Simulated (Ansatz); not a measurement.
Program: Ansatz. Geometries: PBE0-D4/def2-TZVP. ΔE: electronic, gas phase. CCSD(T)/CBS is the MP2 limit (def2-TZVPP, def2-QZVPP) plus CCSD(T) − MP2 in def2-TZVPP, frozen cores. DFT in def2-TZVPP. B3LYP here is the variant with VWN-RPA as its local correlation; programs differ in this. HSE06 is defined as in plane-wave codes. def2 core potentials past Kr. For Ga, Sn outer-core shells are correlated without core-valence functions, which leaves a few kJ/mol of doubt a bond. Scalar relativity is left out up to krypton. One conformer a species, not always the lowest.

`[CH3][Ga]([NH2])[OH]` + `C[O][Sn]([OH])([F])[F]` → `C[O][Sn]([F])([F])[O]C` + `[NH2][GaH][OH]`  (substitution at a C–Ga bond)

| level | ΔE (kJ/mol) | difference from CCSD(T)/CBS |
| --- | --- | --- |
| LDA (SPW92) | 94.2 | -7.8 |
| PBE-D4 | 94.4 | -7.6 |
| revPBE-D4 | 92.2 | -9.8 |
| BLYP-D4 | 88.2 | -13.8 |
| r2SCAN-D4 | 96.1 | -5.9 |
| B97M-V | 87.0 | -15.0 |
| B3LYP-D4 | 90.8 | -11.2 |
| r2SCAN0-D4 | 98.5 | -3.5 |
| HSE06-D4 | 96.9 | -5.1 |
| BHLYP-D4 | 91.1 | -10.9 |
| CAM-B3LYP-D4 | 90.6 | -11.4 |
| ωB97X-V | 91.4 | -10.6 |
| ωB97M-V | 96.4 | -5.6 |
| B2PLYP | 95.7 | -6.3 |
| PBE-QIDH | 101.1 | -0.9 |
| PBE | 94.6 | -7.4 |
| revPBE | 94.3 | -7.7 |
| BLYP | 88.9 | -13.1 |
| r2SCAN | 96.3 | -5.7 |
| PBE0 | 97.2 | -4.8 |
| B3LYP | 91.2 | -10.8 |
| r2SCANh | 97.4 | -4.6 |
| r2SCAN0 | 98.7 | -3.3 |
| HSE06 | 97.2 | -4.8 |
| BHLYP | 91.1 | -10.9 |
| LC-ωPBE | 97.9 | -4.1 |
| HF/def2-SVP | 69.0 | -33.0 |
| MP2/def2-SVP | 87.7 | -14.3 |
| CCSD(T)/def2-SVP | 78.2 | -23.8 |
| HF/def2-TZVPP | 83.2 | -18.8 |
| MP2/def2-TZVPP | 106.8 | 4.8 |
| SCS-MP2/def2-TZVPP | 98.5 | -3.5 |
| CCSD/def2-TZVPP | 98.0 | -4.0 |
| CCSD(T)/def2-TZVPP | 98.6 | -3.4 |
| HF/def2-QZVPP | 82.2 | -19.8 |
| MP2/def2-QZVPP | 108.4 | 6.4 |
| SCS-MP2/def2-QZVPP | 100.1 | -1.9 |
| HF/CBS(def2) | 82.0 | -20.0 |
| MP2/CBS(def2) | 110.2 | 8.2 |
| CCSD/CBS(def2) | 101.4 | -0.6 |
| CCSD(T)/CBS | 102.0 | 0 |

Largest T1 diagnostic among the species: 0.015.

At CCSD(T), def2-SVP lies −23.8 kJ/mol from the extrapolated value and def2-TZVPP −3.4 kJ/mol. Leaving LDA and LC-ωPBE aside and taking each functional with its dispersion term where it has one, the values spread over 14.1 kJ/mol, from B97M-V to PBE-QIDH.
